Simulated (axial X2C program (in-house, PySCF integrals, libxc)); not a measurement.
SbH⁻: cheaper levels and CCSD(T), with spin–orbit coupling

All values were computed with an in-house relativistic program for diatomic molecules. Two-component (2c) means X2C with spin–orbit coupling and atomic mean-field two-electron Coulomb and Gaunt terms. Basis: Sb dyall-acv3z [12s13p9d5f1g], H dyall-av3z [7s3p2d] (cores contracted in-house); Gaussian nuclei, density fitting, unrestricted open shells. Masses: Sb 120.904 u, H 1.008 u.

State: Ω = 3/2 (⟨Sz⟩ = 0.50, ⟨Lz⟩ = 1.00 at HF); fragments Sb- + H.

```csv
level,Re (Å),ωe (cm⁻¹),De (eV)
PBE0,1.735,1810.0,2.75
HF,1.727,1871.8,n/a
MP2,1.731,1860.2,2.61
CCSD,1.743,1795.3,n/a
M06,1.751,1749.5,2.85
```

Correlated methods: 7 electrons correlated (number of frozen shells: Sb 4 s, 3 p, 2 d; H none), 239 virtual spin orbitals or spinors in MP2, 90 natural virtuals in coupled cluster.

CCSD(T), same Hamiltonian and basis:

Re = 1.746 Å, ωe = 1782.9 cm⁻¹, De = 2.77 eV; T1 = 0.014 (Lee–Taylor normalisation).

**Question.** Give the differences from CCSD(T) in the columns below.

**Answer.** 

```tsv
level	ΔRe (Å)	Δωe (cm⁻¹)	ΔDe (eV)
PBE0	-0.011	27	-0.02
HF	-0.019	89	n/a
MP2	-0.015	77	-0.16
CCSD	-0.003	12	n/a
M06	0.005	-33	0.08
```

Occupations by symmetry block were frozen at the best pattern of an incomplete PBE0 search. De is counted from the lowest determinant-based energies of the atoms at the same level, without counterpoise correction. De is not given where an atomic determinant may have missed its ground term or J level, or where the truncated virtual space spoils (T). Density functionals use the spin component along the axis (collinear). CCSD and (T) use frozen natural virtuals with an MP2 correction for the truncation; (T) itself is uncorrected, so its De runs slightly low. Without a current term, density functionals place determinants with orbital angular momentum somewhat too high. The highest occupied level of some functionals is positive through self-interaction error; at Hartree–Fock it is bound. With the outer-core shells frozen, correlated bond lengths of heavy atoms tend to come out a few hundredths of an ångström too long.
